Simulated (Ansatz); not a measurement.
Born–Oppenheimer molecular dynamics of CH₆OSn (9 atoms, charge 0, multiplicity 1). It starts from a relaxed structure.

Theory: RKS r2SCAN/def2-SVP (Ansatz 0.2.0).

```yaml
ensemble: NVT, Langevin thermostat
time_step: 0.5 fs
steps_asked: 500
set_temperature: 3000 K
friction: 0.02 /fs
seed: 221445
```

First frame:

```xyz
9
Properties=species:S:1:pos:R:3
Sn -0.047 -0.024 -0.106
O 0.097 -0.089 1.888
H -0.767 -0.168 2.312
C 2.013 -0.002 -0.693
H 2.391 -1.031 -0.775
H 2.144 0.512 -1.655
H 2.579 0.529 0.085
H -0.895 1.409 -0.550
H -0.907 -1.418 -0.642
```

Question: What does the run give?

Answer: All steps were run.

```json
{"steps done": "500", "time covered": "250 fs", "mean temperature over the second half": "3990 K", "spread of the potential energy over the second half": "87.0 meV per atom", "mean potential energy of the second half above the start": "417.7 meV per atom"}
```

The mean temperature of the second half is 33 % above the set value. A run of 0.25 ps of so small a system gives no equilibrium averages.

Question: What happens to the structure?

Answer: The same pairs are bonded in the first frame and the last. Pairs count as bonded within 1.25 times the sum of covalent radii (0.12 Å more for H–H). Another seed would give other details.

Question: How do temperature and energy run in time?

Answer: 
```tsv
time (fs)	T (K)	potential energy less start (eV)
0	2667	0.000
8	1708	1.627
16	1464	2.682
24	2879	1.128
32	2824	2.247
40	2069	3.102
48	3795	1.662
56	3926	2.171
64	3954	1.994
72	4162	1.774
80	2820	3.121
88	2562	3.383
96	2707	3.647
104	2616	3.854
112	4171	3.324
120	4522	2.256
128	3591	3.180
136	3103	3.297
144	3533	3.526
152	3777	3.021
160	2193	4.480
168	3345	2.611
176	3524	2.737
184	2596	3.708
192	3417	4.320
200	5032	3.580
208	6162	3.346
216	4225	4.102
224	4572	3.785
232	4462	4.460
240	4809	4.755
248	3582	5.221
```

Time of the run: 20 min on 2 threads of Arm Neoverse V2, with other jobs on the host, peak memory 0.14 GiB.
